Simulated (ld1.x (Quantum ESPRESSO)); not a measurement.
## u(r) = r·R(r): atom against pseudo-atom (titanium (Ti))

Columns: radius, all-electron u(r) and pseudo u(r) of the 4p shell (level -1.34 eV) of titanium in the configuration [Ar] 3d2 4s2 4p0; BLYP, scalar-relativistic, ultrasoft scheme, ld1.x (Quantum ESPRESSO) 7.5.

```csv
r (bohr),all-electron,pseudo
0.189,0.1033,0.0042
0.378,-0.0141,0.0166
0.567,-0.1368,0.0367
0.756,-0.1818,0.0634
0.945,-0.1608,0.0955
1.134,-0.1019,0.1317
1.323,-0.0268,0.1704
1.512,0.0516,0.2101
1.701,0.1265,0.2494
1.890,0.1944,0.2870
2.079,0.2541,0.3219
2.268,0.3053,0.3535
2.457,0.3482,0.3813
2.646,0.3836,0.4051
2.835,0.4118,0.4248
3.024,0.4338,0.4408
3.213,0.4501,0.4532
3.402,0.4613,0.4624
3.591,0.4682,0.4683
3.780,0.4713,0.4713
3.969,0.4711,0.4711
4.158,0.4681,0.4681
4.347,0.4628,0.4628
4.536,0.4556,0.4556
4.725,0.4467,0.4467
4.914,0.4365,0.4365
```

(1) How many radial nodes do the two functions have?

(2) At about which radius was the pseudo-wave matched?

(3) Where does each function peak?

(4) Is the pseudo-wave norm-conserving?

## Answers

(1) The all-electron 4p function has n − l − 1 = 2; the pseudo-wave has 0, since the states of the same l below it are removed with the core.

(2) 3.78 bohr, where the columns begin to agree (steps of 0.19 bohr).

(3) Outermost all-electron maximum near 3.78 bohr, pseudo maximum near 3.78 bohr (to the table’s step).

(4) No, it belongs to an ultrasoft set: the norm inside the radius is not constrained, and the difference is carried by the augmentation charge.
